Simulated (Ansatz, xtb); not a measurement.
## Two conformers of C2H4FSi+

We compare X, `C=C[SiH+]F`, a singlet, with Y, `C=C[SiH+]F`, a singlet. Both are isolated ions in the gas phase, relaxed with B3LYP/6-31G*.

X (Å):

```xyz
8

C     0.2309   -2.0924    0.4594
C     0.1274   -0.8661    1.0310
F    -1.3712    0.1659   -1.2066
Si   -0.7368    0.4630    0.2012
H     0.7570   -2.8996    0.9656
H    -0.1955   -2.3315   -0.5126
H     0.5690   -0.6670    2.0071
H    -0.9391    1.8384    0.6750
```

Y (Å):

```yaml
atoms:
  - { symbol: C, position_ang: [-0.6879, -1.9366, -0.8038] }
  - { symbol: C, position_ang: [0.3712, -1.5655, -1.5652] }
  - { symbol: F, position_ang: [2.4797, 0.4141, -1.9505] }
  - { symbol: Si, position_ang: [1.2451, -0.0722, -1.1134] }
  - { symbol: H, position_ang: [-1.2539, -2.8373, -1.0354] }
  - { symbol: H, position_ang: [-1.0314, -1.3745, 0.0637] }
  - { symbol: H, position_ang: [0.6841, -2.1546, -2.4254] }
  - { symbol: H, position_ang: [0.9004, 0.7891, 0.0265] }
```

Energies in hartree; the thermal terms are from B3LYP/6-31G* harmonic frequencies (ideal gas, rigid rotor, one conformer each, 298.15 K, 1 atm) and include the zero-point energy:

|  | X | Y |
| --- | --- | --- |
| E, CCSD(T)/def2-TZVP | −466.981134 | −466.982177 |
| zero-point energy | 0.054276 | 0.054172 |
| H(298 K) − E | 0.060386 | 0.060365 |
| G(298 K) − E | 0.026116 | 0.025970 |

Q: Work out ΔE, ΔE₀, ΔH and ΔG for X → Y in kcal/mol (1 Eh = 627.51 kcal/mol) and the equilibrium ratio [Y]/[X].

A: 1. ΔE = −466.982177 − (−466.981134) = −0.001043 Eh = −0.65 kcal/mol.
2. ΔE₀ = ΔE + ΔZPE = −0.001043 + (−0.000104) Eh = −0.72 kcal/mol.
3. ΔH = ΔE + (−0.000021) Eh = −0.67 kcal/mol.
4. ΔG = ΔE + (−0.000146) Eh = −0.75 kcal/mol, so ΔS = (ΔH − ΔG)/T = +1.1 J/(mol K).
5. kT = 0.9442 mEh, so K = [Y]/[X] = exp(−ΔG/kT) = exp(+1.26) ≈ 3.5.

The two are too close for this level to say which is favoured. An error of 1 kcal/mol in ΔG would change K by a factor of 5.4. Mirror images and further conformers aren't counted.

Other levels gave ΔE = −0.1 (B3LYP/6-31G*); −0.4 (HF/def2-TZVP); −0.8 (MP2/def2-TZVP) kcal/mol. The correlated steps freeze 8 core orbitals. Programs: Ansatz 0.2.0.
